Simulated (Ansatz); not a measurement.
`FBBr` + H₂S → `FBS` + HBr  (ligand exchange at a B–Br bond)

Computed with Ansatz on PBE0-D4/def2-TZVP structures; ΔE is electronic, products minus reactants. CBS: MP2 limit from def2 TZ/QZ plus the TZ coupled-cluster correction, frozen cores. This one scheme is used for every species. Functionals use def2-TZVPP. For Br outer-core shells are correlated without core-valence functions, which leaves a few kJ/mol of doubt a bond. Scalar relativity is left out up to krypton. One conformer a species, not always the lowest.

Is it downhill or uphill in electronic energy at CCSD(T)/CBS, and by how much? (An estimate is asked.)

Computed: Uphill: ΔE = +1.5 kcal/mol.

What do these levels give: PBE-D4, r2SCAN-D4, ωB97X-V, ωB97M-V, PBE, BLYP, r2SCAN0, LC-ωPBE, MP2/def2-SVP, HF/def2-TZVPP, MP2/CBS(def2), CCSD/CBS(def2)? (Estimate.)

The calculation gave: PBE-D4 0.1, r2SCAN-D4 0.5, ωB97X-V 0.9, ωB97M-V 1.0, PBE 0.1, BLYP 0.6, r2SCAN0 0.8, LC-ωPBE 0.5, MP2/def2-SVP 0.2, HF/def2-TZVPP 2.2, MP2/CBS(def2) 1.9, CCSD/CBS(def2) 1.7 kcal/mol.

Largest T1 diagnostic among the species: 0.014.

Leaving LDA and LC-ωPBE aside and taking each functional with its dispersion term where it has one, the values, not all of them listed here, spread over 1.1 kcal/mol, from revPBE-D4 to BHLYP-D4. At CCSD(T), def2-SVP lies −1.8 kcal/mol from the extrapolated value and def2-TZVPP −0.3 kcal/mol.
